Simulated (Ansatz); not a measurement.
Basis-set series for Cl3FZr, SMILES `[F][Zr]([Cl])([Cl])[Cl]`. The species carries charge 0 and has multiplicity 1. Zr: def2 effective core potential. Geometry: relaxed with PBE0-D4/def2-TZVP.

Cartesian coordinates in Å:
```
F -0.150 -0.796 1.784
Zr -0.006 -0.033 0.074
Cl -1.809 -0.719 -1.220
Cl -0.014 2.281 0.270
Cl 1.979 -0.733 -0.908
```

```tsv
functional	basis	functions	energy (Eh)	HOMO (eV)	LUMO (eV)
PBE0-D4	def2-SVP	99	-1526.76155	-9.68	-2.39
PBE0-D4	def2-QZVPP	348	-1527.41642	-9.70	-2.44
ωB97M-V	def2-SVP	99	-1527.14941	-11.82	-0.20
ωB97M-V	def2-QZVPP	348	-1527.79792	-11.91	-0.33
```

Question: Give the rows for def2-TZVPP. (An estimate is asked.)

Answer: Ansatz gave: 
```
functional       basis  functions  energy (Eh)  HOMO (eV)  LUMO (eV)
   PBE0-D4  def2-TZVPP        213  -1527.36764      -9.70      -2.43
   ωB97M-V  def2-TZVPP        213  -1527.75165     -11.89      -0.30
```
